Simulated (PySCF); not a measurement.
**From computed data to an observable: oscillator strength and radiative lifetime**

AlAsF2H2, SMILES [F][Al]([F])[AsH2].

Geometry: PBE0-D3(BJ)/def2-SVP.

TDDFT-LC-ωPBE/def2-SVPD (PySCF 2.14.0) puts the first singlet state with f over 0.02 at 6.51 eV (vertical), with the transition dipole (0.986, -0.288, 0.000) in atomic units.

Q: Find the oscillator strength, the wavelength and the radiative lifetime that this transition would have in vacuum if emission retraced absorption.

A: 
|μ|² = 1.0551 au, so |μ| = 2.61 D. ΔE = 6.51/27.211 = 0.2392 hartree. f = (2/3) ΔE |μ|² = 0.168 (the program prints 0.168).
λ = 1239.84/6.51 = 190 nm; ν = 52507 cm⁻¹.
Einstein's coefficient A = 0.6670 ν² f s⁻¹ (ν in cm⁻¹) = 3.1e8 s⁻¹, so τ = 1/A = 3.2 ns. This state is S1. The figure is the radiative limit of this one transition; relaxation, internal conversion, crossing to triplets and a medium change what is measured.
